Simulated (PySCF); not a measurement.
Gas-phase equilibrium of 1 mol ZnCl₂, 8.9 mol H₂O at 2000 K and 10.0 bar, among 18 species (ClO, O₂, HCl, O, HO₂, Zn, H₂O, H, Zn(OH)₂, HOCl, H₂O₂, O₃, H₂, ZnH₂, ZnCl₂, Cl, Cl₂, OH). Only gases are allowed; each row takes one source of thermochemistry for all species, and Cantera finds the minimum.

Computed with PySCF and rigid-rotor harmonic-oscillator thermochemistry at 1 bar. † marks an energy on the PBE0/def2-TZVP geometry and frequencies; other levels use their own. Open shells (unrestricted) among the columns below: O₂ (multiplicity 3); the rest are closed-shell singlets. B3LYP is the form with VWN-RPA correlation. Zn: all electrons, no relativistic terms. No R ln 2 is added for the mirror-image form of Zn(OH)₂. Zn(OH)₂: computed as isolated molecules; such fragments, hydroxides, amides, oligomers or adducts are transient or little studied in the gas. The harmonic model lacks anharmonicity and excited electronic states, which grow with temperature; levels with a mode under 35 cm⁻¹ are left out. Soft modes under 120 cm⁻¹ make the harmonic entropy rough for ZnCl₂.

Molecules larger than those listed are left out. Table species left out: Zn+.

Mole fractions:

```
thermochemistry     x H₂O  x HCl  x ZnCl₂   x Zn    x O₂    x H₂  x Zn(OH)₂
------------------  -----  -----  -------  -----  ------  ------  ---------
B3LYP/def2-TZVP†     0.79  0.083    0.053  0.041   0.021  0.0031     0.0015
M06-2X/def2-TZVP†    0.85  0.038    0.079  0.016  0.0086  0.0022     0.0033
PBE/def2-TZVP†       0.80  0.079    0.055  0.037   0.020  0.0043     0.0029
PBE0/def2-TZVP       0.83  0.054    0.070  0.025   0.013  0.0027     0.0023
ωB97M-V/def2-TZVP†   0.84  0.048    0.074  0.020   0.010  0.0021     0.0041
```
The most sensitive of these is Zn(OH)₂: it spans a factor of 10^0.4 over these rows; at this temperature one factor of ten is RT ln 10 = 38 kJ/mol.
